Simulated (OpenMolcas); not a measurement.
An atom or ion with 23 electrons was computed by SS-CASPT2, IPEA 0.25 Eh, imaginary shift 0.1 Eh with spin-orbit coupling (OpenMolcas, ANO-RCC-VTZP, DKH2). The lowest levels that the run gave, each within 12 % of the measured value where one is at hand:

```csv
J,Parity,E (eV),g
5/2,even,0.0000,2.002
5/2,even,4.205,0.571
7/2,even,4.209,0.984
11/2,even,4.210,1.273
9/2,even,4.211,1.172
5/2,even,4.636,1.587
3/2,even,4.646,1.710
1/2,even,4.658,2.630
7/2,even,5.030,1.429
1/2,even,5.041,0.038
3/2,even,5.050,1.223
5/2,even,5.052,1.384
```

Q: Which ion is it, and what are the configurations and terms?

A: Fe3+ (Z = 26, charge +3; active space 5 electrons in 5 orbitals (3d)). J, parity and g give the terms where levels are pure, and mixed ones are named by the computed weights; the size of the splittings, set against known spectra of the 23-electron sequence, gives the charge. In order, with the measured energies in eV (Corliss and Sugar, J. Phys. Chem. Ref. Data 11, 135 (1982)): 3d5 6S 5/2, 3d5 4G 5/2, 3d5 4G 7/2, 3d5 4G 11/2 (3.9979), 3d5 4G 9/2, 3d5 4P 5/2 (4.3709), 3d5 4P 3/2 (4.3808), 3d5 4P 1/2 (4.3899), 3d5 4D 7/2 (4.8080), 3d5 4D 1/2 (4.8226), 3d5 4D 3/2, 3d5 4D 5/2.

CASPT2 breaks the degeneracy within a term, and the mean is taken; among the terms shown or strongly mixed into the levels shown the widest spread is 37 cm-1 (3d5 4G). Terms from blocks run as CI alone lack orbitals of their own. Computed and measured levels are paired by configuration, term and J; levels that our copy of the source lacks, or whose pairing is in doubt (as where it misses far off the trend of its configuration), stay unpaired and out of the deviations. Levels of configurations outside the active space are missing.
